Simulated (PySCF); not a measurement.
Gd⁵⁹⁺: ionisation energy

Gd⁵⁹⁺ [He] 2s2 2p1 [2p1/2^1, M_J = 1/2] → Gd⁶⁰⁺ [He] 2s2, as a difference of total energies. Computed with PySCF 2.14 in an uncontracted even-tempered set (17 s from 41 bohr⁻², ratio 2.4; 13 p from 53 bohr⁻², ratio 2.4; 5 d from 170 bohr⁻², ratio 2.6; 4 f from 260 bohr⁻², ratio 2.6), with the two-component X2C-1e Hamiltonian. Correlated levels: nothing frozen; the 32 highest virtual spinors dropped. "Screened" scales the spin-orbit matrix elements by Boettger's factors to mimic the two-electron term; Breit and QED terms are absent.

| method | ionisation energy (eV) | difference from reference (eV) |
| --- | --- | --- |
| GHF (spin-free) | 12993.7 | -527.3 |
| GMP2 (spin-free) | 12993.2 | -527.8 |
| GHF (screened spin-orbit) | 13534.8 | +13.8 |
| GMP2 (screened spin-orbit) | 13532.7 | +11.7 |

Reference: 13521 ± 7 eV (theoretical estimate listed by NIST; NIST Atomic Spectra Database, ionization energies).

For this ion Breit and QED terms and the two-electron picture change, all absent here, outweigh the correlation shift from GHF to GMP2.

The spin-free rows lack the spin-orbit shift.
